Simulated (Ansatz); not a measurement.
**Energy profile**

The step: C₂H₂ (C#C) + GeH₃ → C₂H₅Ge ([CH][CH][GeH3]); bonds formed: C1–Ge3 (atoms numbered as in the saddle structure below).

C1  (-1.057, 0.005, -1.027)
C2  (-0.473, -0.874, -1.623)
Ge3  (0.488, 0.462, 1.132)
H4  (-1.789, 0.742, -0.785)
H5  (0.152, -1.642, -2.019)
H6  (0.235, 1.314, 2.403)
H7  (1.725, 1.000, 0.389)
H8  (0.718, -1.008, 1.529)
(Å)

Electronic energies by CCSD(T) at an estimated basis limit (MP2 extrapolated from triple and quadruple zeta, plus CCSD(T) − MP2 in triple zeta), on PBE0-D4/def2-TZVP structures; C2H5Ge, doublet; no counterpoise correction; spin–orbit coupling, which lowers free halogen atoms and radicals such as OH and SH, is left out. Computed with Ansatz 0.2.0 (basis: def2-TZVPP and def2-QZVPP); correlated methods freeze the cores; orbitals are unrestricted. Filled d shells of the heavier atoms are correlated. The def2 sets are not built for correlating such inner shells, so the correlated values are less sure here. Extrapolation: Hartree–Fock as exp(−7.88 √X), correlation as X^−2.97.

(1) Give the profile in eV, counted from the separated reactants. (An estimate is asked for; the value comes from the calculation.)

The T1 diagnostic stays at or below 0.030. ⟨S²⟩ of the unrestricted Hartree–Fock references: 0.75 to 0.93 (a pure state has 0.75). The unrestricted reference is spin-contaminated, which hurts MP2 most.

Results:

(1) The calculation gives:
```
                                                                                          point      eV
separated: C2H2 (linked as [CH][CH]; C1, C2, H4, H5; singlet) + GeH3 (Ge3, H6, H7, H8; doublet)   0.000
                                                                                start structure  -0.047
                                                                                         saddle   0.190
                                                                                  end structure  -0.760
```

Radical steps of this kind take place in plasma deposition and etching.

For scale, one of the runs: CCSD(T)/def2-TZVPP, 180 basis functions, launched by `ansatz run in.yaml --threads 4 --pin off --events-out ev --progress --plain --max-ram 9574MiB`. Hardware: 4 CPU threads of an Arm Neoverse V2, shared host. Wall time 2.1 min; peak host memory 4.5 GiB.
